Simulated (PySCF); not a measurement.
C5H3OPS.
Atom-mapped SMILES: `[O:1]=[C:2]=[P:3][c:4]1[cH:5][cH:6][s:7][cH:8]1`

Structure used (GFN2-xTB), in Å, numbered top down from 1:
```xyz
11
C5H3OPS angstrom
O      2.8562    1.6316   -1.1884
C      2.4532    0.6998   -0.6237
P      2.1029   -0.6839    0.1942
C      0.2960   -0.4806    0.2465
C     -0.4590    0.5921   -0.3047
C     -1.7877    0.4431   -0.0970
S     -2.1585   -0.9960    0.7692
C     -0.4962   -1.4099    0.8558
H     -0.0228    1.4251   -0.8268
H     -2.5833    1.0942   -0.4001
H     -0.1954   -2.3127    1.3490
```

Definitions: NICS(0) = −σiso at the ring centroid; NICS(1) = −σiso and NICS(1)zz = −σzz at ±1 Å along the ring normal z. Level: GIAO PBE0/pcSseg-1 (PySCF, non-relativistic, gas phase) on the GFN2-xTB geometry, one conformer.

Ring bond lengths (Å), with Mayer bond orders in brackets: C4–C5 1.423 (1.19), C5–C6 1.353 (1.61), C6–S7 1.720 (1.18), S7–C8 1.715 (1.18), C8–C4 1.365 (1.56).

Problem. What do the NICS probes read (ppm)?

Solution. 
```json
{"ring": "C4–C5–C6–S7–C8", "type": "5-membered ring with S; formal bonds all aromatic", "NICS(0)": "-11.8", "NICS(1), two faces": "-10.8 / -10.8", "NICS(1)zz, two faces": "-25.6 / -25.6", "rms pucker (Å)": "0.00", "centre to ring atoms, mean (Å)": "1.28"}
```

Problem. What can be read from them?

Solution. 
- C4–C5–C6–S7–C8: mean NICS(1)zz -25.6 ppm, shielded. For a flat ring without four-coordinate atoms the NICS criterion counts such a value as aromatic.

Problem. How equal are the bonds by HOMA? Use HOMA with the parameters of Krygowski (1993).

Solution. 
- C4–C5–C6–S7–C8: HOMA 0.78; the largest term is that of C5–C6, α(R − Ropt)² = 0.31. The geometric and the magnetic index point the same way.

Problem. At the first NICS(1) probe listed for ring C4–C5–C6–S7–C8, 1 Å off the ring, what do the in-plane components average?

Solution. The isotropic value is a third of the trace: (3 × -10.8 − (-25.6))/2 = -3.4 ppm.

Problem. What are the shieldings of the ring atoms and their hydrogens in the same run (means over atoms taken as equivalent)?

Solution. 
| atoms | environment | σ isotropic (ppm) |
| --- | --- | --- |
| C4 | substituted aromatic carbon | 68.5 |
| C5 | aromatic CH carbon | 53.1 |
| C6 | aromatic CH next to a ring sulfur | 51.0 |
| S7 | thiophene-type sulfur | 242.6 |
| C8 | aromatic CH next to a ring sulfur | 50.2 |
| H9 | aromatic hydrogen | 24.70 |
| H10 | aromatic hydrogen | 24.41 |
| H11 | aromatic hydrogen | 24.62 |

Rough CPU time on one thread of a shared machine: about 60 s. This is the whole shielding run at PBE0/pcSseg-1, SCF included.
